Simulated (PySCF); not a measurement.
## Electron correlation in In²⁺ (indium, charge +2)

[Kr] 4d10 5s1, 2S determinant. All numbers are calculated (PySCF 2.14, scalar relativity through the core potential, in def2-TZVPPD with the def2 core potential (28 electrons)). Frozen: nothing; 19 electrons correlated.

```tsv
level	correlation energy (mhartree)
CCSD	-234.50
(T)	-4.81
CCSD(T)	-239.31
```

Diagnostics: T1 = 0.0083, D1 = 0.0220, largest double amplitude 0.014.

Cost of the coupled-cluster step: roughly 22 core-seconds, for 19 correlated electrons.

Iterations:

```
CC2 = 0
CCSD nocc = (np.int64(10), np.int64(9)), nmo = (56, 56)
frozen orbitals [[], []]
max_cycle = 100
direct = 0
conv_tol = 1e-08
conv_tol_normt = 1e-06
diis_space = 8
diis_start_cycle = 0
Init t2, MP2 energy = -0.240111127262487
Init E_corr(UCCSD) = -0.240111127275819
cycle = 1  E_corr(UCCSD) = -0.229408164881496  dE = 0.0107029624  norm(t1,t2) = 0.0504123
cycle = 2  E_corr(UCCSD) = -0.234493006454755  dE = -0.00508484157  norm(t1,t2) = 0.0100474
cycle = 3  E_corr(UCCSD) = -0.234204529996179  dE = 0.000288476459  norm(t1,t2) = 0.00354377
cycle = 4  E_corr(UCCSD) = -0.234498588725844  dE = -0.00029405873  norm(t1,t2) = 0.00102947
cycle = 5  E_corr(UCCSD) = -0.234498163807117  dE = 4.24918726e-07  norm(t1,t2) = 8.54042e-05
cycle = 6  E_corr(UCCSD) = -0.234495427365212  dE = 2.73644191e-06  norm(t1,t2) = 1.90564e-05
cycle = 7  E_corr(UCCSD) = -0.234495716884961  dE = -2.89519749e-07  norm(t1,t2) = 4.19755e-06
cycle = 8  E_corr(UCCSD) = -0.234495754343815  dE = -3.74588534e-08  norm(t1,t2) = 4.45145e-07
cycle = 9  E_corr(UCCSD) = -0.234495753027222  dE = 1.31659217e-09  norm(t1,t2) = 1.03145e-07
UCCSD converged
E(UCCSD) = -188.6277778310428  E_corr = -0.2344957530272224
UCCSD(T) correction = -0.00481410263118657
```

The basis has no tight functions for the innermost shells, so their pair energies are far from complete.

This basis was not built for core-valence correlation, so the inner-shell part is incomplete.
